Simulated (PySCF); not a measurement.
WH3, SMILES [WH3] (connectivity only; charge and spin as stated), neutral, multiplicity 4.

Coordinates come from a PBE-D3(BJ)/def2-TZVPD optimisation. The multiplicity is an assumed one; other spin states were not compared. The def2 effective core potentials stand for the cores of W; spin–orbit coupling is left out.

Method: PBE/def2-TZVPD (PySCF).

Gas-phase values at a fixed geometry.

| Item | Result |
|---|---|
| total energy | -68.79099 hartree |
| point group | C3v |
| α spin, highest occupied and lowest empty level | -5.04 and -2.89 eV |
| β spin, highest occupied and lowest empty level | -7.42 and -2.66 eV |
| dipole moment | 1.44 D |
| quadrupole, principal values (traceless, Buckingham form, about the centre of nuclear charge) | -0.80, -0.80, 1.61 D·Å |
| mean static polarisability | 54.3 bohr³ (8.05 Å³) |
| polarisability, principal values | 53.4, 53.4, 56.1 bohr³ |
| ⟨S²⟩ | 3.775 (pure state 3.75) |
